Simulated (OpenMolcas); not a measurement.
Hf: effect of the active space

* Program: OpenMolcas
* Method: SS-CASPT2, IPEA 0.25 Eh, imaginary shift 0.1 Eh
* Basis: ANO-RCC-VQZP
* Scalar Hamiltonian: DKH2, point nucleus
* Spin-orbit coupling: RASSI with atomic mean-field integrals over the reference wave functions, term energies averaged over their components

A. 2 electrons in 5 orbitals (5d); 2S+1 = 3 even, 10 roots; 2S+1 = 1 even, 15 roots; closed shells correlated: 5s 5p 6s; CASPT2 step about 29 core-seconds
B. 4 electrons in 6 orbitals (5d 6s); 2S+1 = 3 even, 55 roots; 2S+1 = 5 even, 10 roots kept (CI in the orbitals of an earlier block); 2S+1 = 1 even, 50 roots kept (CI in the orbitals of an earlier block); closed shells correlated: 5s 5p; CASPT2 step roughly 3 core-minutes
C. 4 electrons in 11 orbitals (5d 6s 6d); 2S+1 = 3 even, 35 roots (30 in the spin-orbit step); 2S+1 = 5 even, 10 roots kept (CI in the orbitals of an earlier block); 2S+1 = 1 even, 14 roots kept (CI in the orbitals of an earlier block); closed shells correlated: 5s 5p; CASPT2 step about 17 core-minutes

Energies in cm-1 above 5d2 6s2 3F2, the measured ground level; measured values from NIST Handbook of Basic Atomic Spectroscopic Data.

```json
{"Level": "5d2 6s2 3F2", "A": "0.0", "B": "0.0", "C": "0.0", "Measured": "0.0"}
{"Level": "5d2 6s2 3F3", "A": "2820", "B": "2310", "C": "2700", "Measured": "2357"}
{"Level": "5d2 6s2 3F4", "A": "5320", "B": "4350", "C": "5190", "Measured": "4568"}
{"Level": "5d2 6s2 3P0", "A": "7680", "B": "4640", "C": "5890", "Measured": "5522"}
{"Level": "5d2 6s2 3P1", "A": "9330", "B": "5670", "C": "6510", "Measured": "6573"}
{"Level": "5d2 6s2 3P2 [56 %]", "A": "11620", "B": "7940", "C": "9380", "Measured": "8984"}
{"Level": "5d2 6s2 1G4", "A": "11830", "B": "9850", "C": "10980", "Measured": "10533"}
```

Deviations, from unrounded energies. A percentage is the sum of absolute deviations over the sum of measured energies, with the sign that they share, or ± where signs differ.

| Against measurement | Levels | A | B | C |
| --- | --- | --- | --- | --- |
| mean absolute deviation (cm-1) | 6 | 1700 | 630 | 380 |
| fine structure of the ground term (%) | 2 | +17.6 | -3.8 | +14.0 |
| other terms of the ground configuration (%) | 4 | +28.0 | -11.1 | ±4.1 |

C lies closest to measurement on these levels and A furthest from it. The largest miss of C in the table is 5d2 6s2 3F4, by +620 cm-1. The ranking rests on the paired levels alone, and a cruder setting can come out closer through cancelling errors.

The spin-orbit steps hold different terms of 5d2 6s2 (C lacks 1S), which shifts levels as well.

Among A to C the level of the table that moves most is 5d2 6s2 3P2 [56 %], by 3700 cm-1 (lowest in B, highest in A). Moves below CASPT2's spread within the term are not significant.

Term energies are means over components that CASPT2 splits; among the terms shown or strongly mixed into the levels shown the widest spread is 870 cm-1 (5d2 6s2 1G, A). Over all roots computed the reference weight is 0.85 to 0.91 in A, 0.85 to 0.93 in B; the roots of lowest weight are the least certain, and an intruder state may touch them. With the s shell closed, the reference lacks s² → p², s² → d² and s → d mixing, so excited terms can stand far too high and out of order, with CASPT2 too (holds for A). Some terms miss by over 15 % even with CASPT2, which points to a basis or an active space too small for the shells correlated (holds for A; B). Terms from blocks run as CI alone lack orbitals of their own (holds for B; C). Some high roots are left out of the spin-orbit mixing, which shifts the levels that they would mix with (holds for C). Active for correlation alone: 6d; no level in the range computed is led by a configuration that fills it, so any true level of that kind is missing (holds for C). Measured partners are found by configuration, term and J. A level has none where our copy of the source lacks it or the pairing is in doubt (some pairs that miss far off the trend of their configuration count as doubtful), and it then counts in no deviation. Only configurations of the active space appear. Levels that lie high or do not pair safely by name in every column are left out.

A share in square brackets marks a mixed level and gives the weight of the term that names it, the lowest over the columns.
